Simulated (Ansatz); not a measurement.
Input for Ansatz (a program for electronic structure): R-wB97X-V/def2-TZVPPD on H2O (SMILES O). The basis file is the Basis Set Exchange's JSON of that set.

Ansatz 0.2 input:
```yaml
crystal:
  periodic: [false, false, false]
  atoms:
    - {symbol: O, position_ang: [-0.00000000, 0.00000000, 0.38961139]}
    - {symbol: H, position_ang: [0.00000000, 0.76498632, -0.19485569]}
    - {symbol: H, position_ang: [0.00000000, -0.76498632, -0.19485569]}
basis:
  gaussian:
    orbitals: def2-TZVPPD.json
hamiltonian:
  xc: {name: wB97X-V}
scf: {lower_state_search: off}
```

Output:

```
WARN ansatz: RAYON_NUM_THREADS=4 ignored (pool sized by the plan → 4); use --threads N
Functional definition: wB97X-V
these checks for a lower state are left out or cut short: stability, starts, cluster_reference, orbital_swaps, neighbouring_geometries, increment
integrals: 0.01 GiB planned
302 factors; their error is unknown
integrals: 0.05 GiB planned
104 factors; integrals over basis functions are off by at most 2.9e-5 eV
mean field: 0.18 GiB planned
mean field evaluation 1: about -2076.8924 eV, gradient 4.4e1 eV
mean field evaluation 2: about -2076.3867 eV, gradient 4.9e1 eV
mean field evaluation 4: about -2079.9556 eV, gradient 2.8e-1 eV
mean field evaluation 8: about -2079.9594 eV, gradient 2.2e-2 eV
mean field -2079.95942912 eV, -76.4370991730 hartree, gradient 7.5e-6 eV, S^2 0.000000; 0 other end points of the search recorded, 0 dependent functions left out
reference -2079.95942720 eV, -76.4370991025 hartree; 5, 5 occupied and 69, 69 virtual orbitals, 302 factors
Total energy: -2079.95942720 eV, -76.4370991025 hartree
Checks for a lower state left out: stability, starts, cluster_reference, orbital_swaps, neighbouring_geometries, increment
```

Self-consistency was reached.

Cost: around 0.7 core-seconds (rough).
